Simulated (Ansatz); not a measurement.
Si₈NH₁₆, a doped cluster cut from the lattice of silicon (N on a surface site). Total charge 0; doublet. Geometry PBE-D4/def2-SVP; atoms count from 1.

```csv
atom,x (Å),y (Å),z (Å)
Si1,-0.239,0.962,-2.754
Si2,-0.165,-2.345,-0.847
Si3,2.095,0.631,0.102
Si4,-0.617,2.119,0.920
Si5,0.488,-1.835,2.912
Si6,1.163,-0.589,-1.682
Si7,-1.766,1.601,-1.081
Si8,-1.157,-1.911,1.248
N9,0.764,1.046,1.194
H10,-0.942,0.401,-3.964
H11,0.570,2.163,-3.173
H12,-1.242,-2.705,-1.842
H13,0.698,-3.568,-0.649
H14,2.809,1.848,-0.441
H15,3.088,-0.172,0.897
H16,-0.207,3.573,0.832
H17,-1.526,1.980,2.113
H18,1.895,-1.981,2.388
H19,0.425,-0.621,3.811
H20,2.230,-1.117,-2.611
H21,-2.558,2.819,-1.488
H22,-2.731,0.462,-0.874
H23,-2.092,-3.065,1.525
H24,-1.992,-0.658,1.276
H25,1.010,0.963,2.189
```

Single mean-field runs in def2-TZVP are fitted with def2-universal-jkfit.

Q: Estimate the Mulliken populations from the PBE0/def2-TZVP orbitals of Ansatz.

A: 
| atom | charge (e) | spin (α − β) |
| --- | --- | --- |
| Si1 | -0.01 | 0.00 |
| Si2 | -0.01 | 0.02 |
| Si3 | 0.17 | 0.01 |
| Si4 | 0.17 | 0.00 |
| Si5 | -0.06 | 0.94 |
| Si6 | 0.00 | 0.00 |
| Si7 | -0.03 | 0.00 |
| Si8 | 0.04 | 0.02 |
| N9 | -0.51 | 0.00 |
| H10 | 0.00 | 0.00 |
| H11 | 0.01 | 0.00 |
| H12 | 0.01 | 0.01 |
| H13 | 0.01 | 0.00 |
| H14 | -0.01 | 0.00 |
| H15 | 0.00 | 0.00 |
| H16 | -0.02 | 0.00 |
| H17 | 0.00 | 0.00 |
| H18 | 0.01 | -0.01 |
| H19 | 0.00 | -0.01 |
| H20 | -0.01 | 0.00 |
| H21 | 0.00 | 0.00 |
| H22 | 0.01 | 0.00 |
| H23 | -0.01 | 0.00 |
| H24 | 0.01 | 0.01 |
| H25 | 0.24 | 0.00 |
Mulliken values depend strongly on the basis.

Q: Where does the spin sit?

A: Summed by element: Si 0.99, N 0.00, H 0.01, of 1 unpaired in all. Largest on single atoms: Si5 0.94, Si8 0.02, Si2 0.02.

Q: And the Mayer bond orders between heavy atoms (over 0.3)?

A: Si1–Si6 0.95 (2.35 Å); Si1–Si7 0.96 (2.35 Å); Si2–Si6 0.94 (2.35 Å); Si2–Si8 0.94 (2.36 Å); Si3–Si6 0.94 (2.35 Å); Si3–N9 1.06 (1.77 Å); Si4–Si7 0.94 (2.36 Å); Si4–N9 1.08 (1.77 Å); Si5–Si8 0.98 (2.34 Å).
